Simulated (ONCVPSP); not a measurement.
**Logarithmic derivatives: titanium (Ti), ONCV**

ONCVPSP 4.0.1 input, shortened (lines: element, Z, core and valence counts, functional; n l f; lmax; l rc ep ncon nbas qcut; lloc lpopt rc5 dvloc0; l nproj debl; icmod fcfact rcfact), LDA (Perdew-Wang 92), scalar-relativistic:

```
  Ti 22.00    3    5  -001012      upf
    1    0    2.00
    2    0    2.00
    2    1    6.00
    3    0    2.00
    3    1    6.00
    3    2    2.00
    4    0    1.50
    4    1    0.50
    2
    0    1.95    0.00    4    7    7.10
    1    1.60    0.00    5    9   10.80
    2    1.70    0.00    4    8    7.00
    4    5    1.40    0.00
    0    2    2.30
    1    2    1.90
    2    3    0.40
    0    0.00    0.00
```

The phase is arctan(r·R′/R) of the radial function R(r), unwrapped; energies in Ha, scanned from -4 to 5 Ha. A pole is an energy at which the radial function vanishes at the test radius. The pseudo phase is shifted by a multiple of π to meet the all-electron one at the reference energy, and phase errors are pseudo minus all-electron; the curves can meet again beyond the range given. Levels narrower than the energy grid can be missing from the lists of poles.

```tsv
channel	radius (bohr)	reference energy (Ha)	poles, all-electron	poles, pseudo	unbroken range about the reference energy with phases within 0.05 rad	phase error 1 Ha above the reference energy (rad)
s	1.97	-0.18	-2.18, 3.46	-2.18, 3.40	the whole range	-0.001
p	1.62	-0.07	-0.81	-0.81	the whole range	+0.000
d	1.73	-0.19	0.48	0.48	below 1.7	-0.000
```

Note: no bound ghost flagged; GHOST(+) flagged for d at 48.3 eV.

Phases in the s channel:

```tsv
E (Ha)	all-electron	pseudo
-3.98	1.296	1.296
-3.74	1.276	1.276
-3.50	1.248	1.248
-3.26	1.208	1.208
-3.02	1.140	1.140
-2.78	0.983	0.983
-2.54	0.190	0.190
-2.30	-1.387	-1.387
-2.06	-1.660	-1.660
-1.82	-1.764	-1.765
-1.58	-1.834	-1.834
-1.34	-1.897	-1.897
-1.10	-1.964	-1.964
-0.86	-2.047	-2.047
-0.62	-2.158	-2.158
-0.38	-2.321	-2.321
-0.14	-2.575	-2.575
0.10	-2.965	-2.965
0.34	-3.443	-3.443
0.58	-3.843	-3.843
0.82	-4.104	-4.105
1.06	-4.269	-4.270
1.30	-4.379	-4.380
1.54	-4.456	-4.457
1.78	-4.513	-4.514
2.02	-4.558	-4.559
2.26	-4.593	-4.595
2.50	-4.623	-4.625
2.74	-4.649	-4.652
2.98	-4.672	-4.675
3.22	-4.693	-4.697
3.46	-4.713	-4.717
3.70	-4.731	-4.737
3.94	-4.750	-4.757
4.18	-4.769	-4.778
4.42	-4.789	-4.801
4.66	-4.810	-4.828
4.90	-4.834	-4.859
```
